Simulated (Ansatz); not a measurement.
Basis sets compared for In₅P₄Cl₃, a halide-capped cluster cut from zinc blende InP (3 Cl on the cations). Total charge 0; singlet. Geometry PBE-D4/def2-SVP. Ansatz on 2 threads of AMD EPYC 7R13 on a shared host and a share (18 GiB) of an NVIDIA H100 80GB HBM3; times are rough, and most runs start from earlier orbitals.

```xyz
12

In   -0.227    2.198    0.397
In    0.416   -1.042    1.968
In   -1.574   -0.968   -1.264
In    0.873    1.159   -2.479
In    1.737   -1.799   -0.925
P    -1.663    0.139    0.989
P     1.037    3.295   -1.474
P     2.510   -2.232    1.270
P     0.401   -1.260   -3.000
Cl   -0.198    3.497    2.397
Cl    0.168   -0.972    4.335
Cl   -3.481   -2.014   -2.214
```

In the def2 sets In takes a core potential; there is no spin–orbit coupling. Single mean-field runs in def2-TZVP are fitted with def2-universal-jkfit.

Binding counts from free atoms (In doublet, P quartet, Cl doublet) in the same basis, without a counterpoise term.

| level | functions | energy (Eh) | HOMO (eV) | LUMO (eV) | binding per atom (eV) | wall time |
| --- | --- | --- | --- | --- | --- | --- |
| PBE-D4/def2-SVP | 256 | -3695.0389 | -5.78 | -4.07 | 2.58 | 12 s |
| PBE0-D4/def2-SVP | 256 | -3695.2439 | -6.70 | -3.57 | 2.48 | 28 s |

Question: Estimate the rows for PBE-D4/def2-TZVP (with forces), PBE0-D4/def2-TZVP (with forces).

Answer: 
```csv
level,functions,energy (Eh),HOMO (eV),LUMO (eV),binding per atom (eV),wall time
PBE-D4/def2-TZVP (with forces),509,-3696.0211,-5.84,-4.14,2.60,4.4 s
PBE0-D4/def2-TZVP (with forces),509,-3696.2131,-6.71,-3.60,2.52,7.5 s
```
